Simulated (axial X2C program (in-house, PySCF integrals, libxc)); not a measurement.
## What spin–orbit coupling does to TiBr⁻

Computed with an axial X2C code built on PySCF integrals. Spin-free means the one-electron spin-free X2C Hamiltonian; two-component (2c) means X2C with spin–orbit coupling and atomic mean-field two-electron Coulomb and Gaunt terms, so the difference of the two also holds small scalar two-electron terms. Basis: Br dyall-acv3z [9s10p7d5f1g], Ti dyall-acv3z [11s11p7d4f2g] (cores contracted in-house); Gaussian nuclei, density fitting, unrestricted open shells. Masses: Br 78.918 u, Ti 47.948 u.

Spin-free state: M_S = 1, Λ = 3 (beyond evenly filled blocks: π+α, δ+α); fragments Br- + Ti.

```csv
level,Re (Å),ωe (cm⁻¹),De (eV),μ (D)
PBE0,2.512,240.1,1.714,-5.60
PBEsol,2.439,259.6,n/a,-5.86
```

Dipoles are positive if Ti is the positive end and refer to the centre of mass.

Two-component determinant lowest at the distance of the search:

Ω = 2 (⟨Sz⟩ = -1.00, ⟨Lz⟩ = 3.00 at PBE0); fragments Br- + Ti.

```csv
level,Re (Å),ωe (cm⁻¹),μ (D)
PBE0,2.511,240.4,-5.62
PBEsol,2.439,259.9,-5.88
```

Task: From the two tables, how do the constants change at the PBE0 level (2c against spin-free)?

Result: At the PBE0 level Re is unchanged within 0.001 Å and ωe increases by 0.3 cm⁻¹.

The state is one determinant whose occupation by symmetry is held fixed; it was picked as the lowest of a PBE0 search that is not exhaustive. De is counted from the lowest determinant-based energies of the atoms at the same level, without counterpoise correction. De is not given where an atomic determinant may have missed its ground term or J level, or where the truncated virtual space spoils (T). Density functionals use the spin component along the axis (collinear). Other states lie close and PBE0, whose exact exchange favours high spin, may order them wrongly; the determinant shown need not be the ground state. The nearest other spin-free determinant of the search, M_S = 1, Λ = 0, lies 0.04 eV up at the distance of the search. Without a current term, density functionals place determinants with orbital angular momentum somewhat too high. With several unpaired electrons one determinant need not be a pure state. At some level and bond length an empty orbital lies below a filled one. The highest occupied level of some functionals is positive through self-interaction error; at Hartree–Fock it is bound. The determinant is spin-polarised beyond a pure state at some levels (its spin-free form has ⟨S²⟩ too high), which makes Re and μ there less reliable.
